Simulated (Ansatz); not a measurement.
CoH₂S₂⁺, that is Co(SH)2 with one electron fewer. The state is a triplet with charge 1. Geometry r2SCAN-D4/def2-TZVP, that of the neutral quartet.

```xyz
5

Co   -0.001    0.003    0.000
S     1.607    1.397   -0.367
H     2.366    1.031    0.687
S    -1.605   -1.397    0.366
H    -2.367   -1.034   -0.686
```

At PBE-D4/def2-TZVP, r2SCAN-D4/def2-TZVP, PBE0-D4/def2-TZVP the charge 1 triplet is spin-contaminated (final ⟨S²⟩ up to 3.00, 2.00 for a pure state). At PBE0-D4/def2-TZVP a quintet of charge 1 lies 1.20 eV below the triplet, each at its own geometry.

Estimate the α-spin orbital energies around the gap (eV) in Ansatz with PBE-D4/def2-TZVP, r2SCAN-D4/def2-TZVP, PBE0-D4/def2-TZVP.


```tsv
orbital	PBE-D4/def2-TZVP	r2SCAN-D4/def2-TZVP	PBE0-D4/def2-TZVP
HOMO−5	-14.69	-13.64	-15.18
HOMO−4	-13.62	-13.47	-14.66
HOMO−3	-13.37	-13.22	-14.44
HOMO−2	-12.92	-12.68	-14.25
HOMO−1	-12.90	-12.57	-14.18
HOMO	-12.45	-12.43	-13.72
LUMO	-11.69	-10.88	-8.98
LUMO+1	-6.27	-5.60	-4.91
LUMO+2	-6.11	-5.45	-4.83
LUMO+3	-5.23	-4.82	-4.07
LUMO+4	-4.95	-4.09	-3.57
LUMO+5	-4.74	-4.03	-3.38
β HOMO	-12.22	-12.33	-13.29
β LUMO	-11.22	-11.74	-11.01
```
